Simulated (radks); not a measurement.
The aluminium ion Al+, 12 electrons, occupied as [He] 2s2 2p4 3s2 4f2 (not the ground configuration). Method: non-relativistic Kohn-Sham, RPBE, spin-polarised, spherical densities, point nucleus; open shells are filled with parallel spins first; computed with a radial shooting solver on a logarithmic mesh with Libxc functionals.

Local quantities along the radius. ELF = 1/(1 + alpha^2) is the electron localisation function; alpha = (tau - tau_W)/tau_unif compares the Pauli kinetic energy density with that of the uniform gas (summed over spins); -r V(r) is the screened charge that the Kohn-Sham potential of spin up presents (atomic units); 4 pi r^2 rho is in e/bohr.

r (bohr),ELF,alpha,-r V(r),4 pi r^2 rho
0.009977,1.000,0.007471,12.72,1.378
0.0131,1.000,0.008346,12.63,2.188
0.01719,1.000,0.009659,12.50,3.390
0.02256,1.000,0.01172,12.33,5.079
0.02961,1.000,0.01513,12.12,7.287
0.03918,1.000,0.02146,11.83,9.960
0.05143,0.999,0.03367,11.49,12.52
0.06751,0.996,0.06090,11.07,14.30
0.08861,0.983,0.1315,10.57,14.48
0.1163,0.894,0.3437,9.986,12.73
0.1527,0.504,0.9919,9.313,9.862
0.2004,0.189,2.069,8.551,7.787
0.263,0.264,1.668,7.810,8.038
0.3452,0.648,0.7366,7.053,9.953
0.4532,0.848,0.4241,6.242,10.79
0.5948,0.855,0.4113,5.452,8.628
0.7807,0.596,0.8240,4.708,4.771
1.025,0.101,2.981,4.046,2.140
1.345,0.181,2.128,3.571,1.533
1.766,0.869,0.3884,3.316,1.408
2.318,0.577,0.8555,2.849,0.8058
3.066,0.017,7.590,2.364,0.3052
4.025,0.018,7.482,2.334,0.2667
5.283,0.047,4.519,2.141,0.3767
6.934,0.058,4.040,2.048,0.3371
9.102,0.025,6.260,1.575,0.1332
11.95,0.004,15.33,1.567,0.02647
15.68,0.000,71.54,1.304,0.002000

On this mesh the ELF has minima near r = 0.23, 1.2 bohr, which separate the shells, and maxima near 0.52 (0.87), 2.0 (0.88).

Self-consistent cycle (total energy in hartree, residual of the potential): 1: -234.686265, 1e+00; 2: -234.719637, 7e-01; 3: -234.743833, 5e-02; 4: -234.744183, 6e-03; 5: -234.744207, 2e-03; 6: -234.744216, 5e-04; 7: -234.744217, 7e-05; 8: -234.744217, 3e-05; 9: -234.744217, 6e-06; 10: -234.744217, 2e-06; 11: -234.744217, 3e-07; 12: -234.744217, 2e-07; 13: -234.744217, 2e-08; 14: -234.744217, 5e-09; 15: -234.744217, 2e-09.
